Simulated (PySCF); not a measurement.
Task: What does the GFN2-xTB structure of 4-methylphthalic anhydride, `CC1=CC2=C(C=C1)C(=O)OC2=O` look like in three dimensions?

Result: 
```xyz
18
C9H6O3 angstrom
C     -2.6951   -0.8642    0.1488
C     -1.3247   -0.2794    0.0289
C     -1.1582    1.0714   -0.2766
C      0.0956    1.6572   -0.3837
C      1.1960    0.8482   -0.1744
C      1.0420   -0.5040    0.1356
C     -0.2037   -1.0850    0.2419
C      2.3971   -1.0757    0.2947
O      2.7358   -2.1867    0.5608
O      3.2944   -0.0544    0.0734
C      2.6440    1.1303   -0.2147
O      3.2280    2.1438   -0.4416
H     -3.4253   -0.2657   -0.3892
H     -2.9903   -0.8966    1.1977
H     -2.7161   -1.8818   -0.2334
H     -2.0368    1.6792   -0.4370
H      0.2131    2.7022   -0.6228
H     -0.3046   -2.1326    0.4801
```

Any rigid rotation of these coordinates is as good. Atoms count from 1 in this order. The 6-membered ring C2–C3–C4–C5–C6–C7 has internal angles of 117.4° to 122.2° (sum 720°, against 720° for a flat polygon); it is planar, 0.00 Å rms from its mean plane, widest ring torsion 0°. The 5-membered ring C5–C6–C8–O10–C11 has internal angles of 107.0° to 111.3°; it is planar, 0.00 Å rms from its mean plane, widest ring torsion 0°. Of the pairs four or more bonds apart, H13···H16 is among the closest relative to their van der Waals radii: 2.39 Å, 100 % of the sum of Bondi's values. The C–C distances run from 1.379 Å (C6–C7, aromatic) to 1.495 Å (C1–C2, drawn single), a spread of 0.116 Å.

Bonds between heavy atoms (Å): C1–C2 1.495, C2–C3 1.395, C3–C4 1.388, C4–C5 1.382, C5–C6 1.396, C6–C7 1.379, C6–C8 1.479, C8=O9 1.192, C8–O10 1.377, O10–C11 1.382, C11=O12 1.192, C2–C7 1.397, C5–C11 1.476.

The geometry is computed with GFN2-xTB (gas phase).

Not checked by GFN2-xTB frequencies.
